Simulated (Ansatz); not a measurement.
Basis-set series for CH$_{6}$GeS, SMILES `C[S][GeH3]`. The species carries charge 0 and has multiplicity 1. Geometry: relaxed with PBE0-D4/def2-TZVP.

```
functional       basis  functions  energy (Eh)  HOMO (eV)  LUMO (eV)
   PBE0-D4  def2-TZVPP        205  -2516.50058      -6.77       0.14
   PBE0-D4  def2-QZVPP        396  -2516.56023      -6.79      -0.08
   ωB97M-V  def2-TZVPP        205  -2516.77182      -8.96       1.94
   ωB97M-V  def2-QZVPP        396  -2516.83008      -8.98       1.46
```

Q: Give the rows for def2-SVP. (Estimate.)

A: Computed: 
| functional | basis | functions | energy (Eh) | HOMO (eV) | LUMO (eV) |
| --- | --- | --- | --- | --- | --- |
| PBE0-D4 | def2-SVP | 94 | -2516.05285 | -6.67 | 0.45 |
| ωB97M-V | def2-SVP | 94 | -2516.32176 | -8.83 | 2.37 |

Positive LUMOs are unbound and depend on the basis. Scalar relativity is left out up to krypton.
